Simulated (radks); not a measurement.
Results of a calculation; reference values are marked as such.
All-electron atom: Sr XXXVI in 1s1.5 2s1 3s0.5 (fractional occupations, a model configuration). Level of theory: scalar-relativistic Kohn-Sham, r2SCAN, spin-polarised, spherical densities, finite nucleus; open shells are filled with parallel spins first (spin-orbit coupling, left out, can overturn this in heavy ions); meta-GGA in the generalised Kohn-Sham scheme; Fermi nuclear charge, rms radius 4.224 fm (a radial shooting solver on a logarithmic mesh with Libxc functionals).

Normalised radial functions P(r) = r R(r), r in bohr:

r          1s up    2s up
0.001319  0.6632   0.2344
0.001637  0.8064   0.2848
0.002031  0.9776   0.3451
0.002521  1.1809   0.4164
0.003129  1.4201   0.5002
0.003852  1.6872   0.5932
0.004781  2.0044   0.7030
0.005934  2.3610   0.8250
0.007364  2.7519   0.9563
0.00914   3.1658   1.0910
0.01134   3.5833   1.2192
0.01408   3.9751   1.3254
0.01747   4.3010   1.3879
0.02169   4.5119   1.3780
0.0267    4.5570   1.2681
0.03314   4.3954   1.0160
0.04113   3.9987   0.5967
0.05104   3.3833   0.0055
0.06335   2.6168  -0.7247
0.07862   1.8107  -1.5061
0.09758   1.0916  -2.1933
0.1211    0.5571  -2.6156
0.1503    0.2304  -2.6415
0.1851    0.0770  -2.2744
0.2297    0.0179  -1.6213
0.285     0.0028  -0.9305
0.3538    0.0003  -0.4135
0.4391    0.0000  -0.1360
0.5449    0.0000  -0.0304
0.6763    0.0000  -0.0043
0.8394    0.0000  -0.0003
1.042     0.0000  0.0000

1s up: eigenvalue -19233.9 eV, 0 radial nodes, <r> = 0.0387 bohr, 90 % of the charge inside 0.0691 bohr. 2s up: eigenvalue -4631.3 eV, 1 radial node at r = 0.0511 bohr, <r> = 0.158 bohr, 90 % of the charge inside 0.241 bohr.
